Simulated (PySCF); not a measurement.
## Vibration and rotation of CsI

PBE0 constants of CsI, ¹Σ⁺ (singlet), closed shell (basis Cs x2c-TZVPall, I x2c-TZVPall; spin-free X2C with a Gaussian nucleus; PySCF 2.14; masses 132.9054 and 126.9045 u):

```
ωe           : 120.4 cm⁻¹
ωexe         : 0.241 cm⁻¹
Be           : 0.023779 cm⁻¹
αe           : 6.72e-05 cm⁻¹
De to Cs + I : 3.66 eV
```

What force constant and bond length do these constants imply?

Reduced mass μred = 64.918 u; k = 5.8918×10⁻⁷·μred·ωe² (u, cm⁻¹, mdyn/Å) = 0.554 mdyn/Å; Re = √(16.8576/(μred·Be)) (u, cm⁻¹, Å) = 3.305 Å.

Estimate the centrifugal constant D from the Kratzer relation and find the Dunham coefficient a1.

D = 4Be³/ωe² = 3.71e-09 cm⁻¹; a1 = −1 − αeωe/(6Be²) = -3.38.

Measured values (Huber and Herzberg, Constants of Diatomic Molecules (1979)): ωe = 119.178 cm⁻¹, ωexe = 0.2505 cm⁻¹, Be = 0.023627357 cm⁻¹, αe = 6.8263e-05 cm⁻¹.

Spin–orbit coupling is left out, which matters for elements this heavy, above all for dissociation energies.
